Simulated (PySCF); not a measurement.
C₂H₃AlClNO, SMILES [CH3][Al]([Cl])[N]=C=O.

Coordinates come from a PBE-D3(BJ)/def2-SVP optimisation. The structure was generated by enumeration; whether it is a known compound was not checked. Other conformers were not sampled.

These are PySCF with TDDFT-B3LYP/def2-SVPD values and carry that method's errors.

Vertical excitations. 

| state | energy (eV) | λ (nm) | f | main pairs |
|---|---|---|---|---|
| S1 | 5.84 | 212 | 0.001 | HOMO→LUMO 98 % |
| S2 | 6.34 | 196 | 0.004 | HOMO−2→LUMO 99 % |
| S3 | 6.41 | 193 | 0.066 | HOMO−1→LUMO 73 %, HOMO→LUMO+1 16 % |
| S4 | 6.59 | 188 | 0.059 | HOMO→LUMO+1 79 %, HOMO−1→LUMO 14 % |
| S5 | 6.74 | 184 | 0.001 | HOMO−1→LUMO+1 97 % |
| S6 | 6.93 | 179 | 0.110 | HOMO−2→LUMO+1 91 % |
| S7 | 7.07 | 175 | 0.002 | HOMO−4→LUMO 94 % |
| S8 | 7.18 | 173 | 0.067 | HOMO−3→LUMO 88 % |
| S9 | 7.41 | 167 | 0.071 | HOMO−3→LUMO+1 94 % |
| S10 | 7.45 | 166 | 0.002 | HOMO−1→LUMO+2 82 % |
| T1 | 5.69 | 218 | 0 | HOMO→LUMO 95 % |
| T2 | 5.76 | 215 | 0 | HOMO−1→LUMO 91 % |
| T3 | 6.08 | 204 | 0 | HOMO−2→LUMO 93 % |
| T4 | 6.26 | 198 | 0 | HOMO→LUMO+1 79 % |
Triplets are in the Tamm–Dancoff approximation, which puts them higher than full response would, so one can lie above its singlet here.
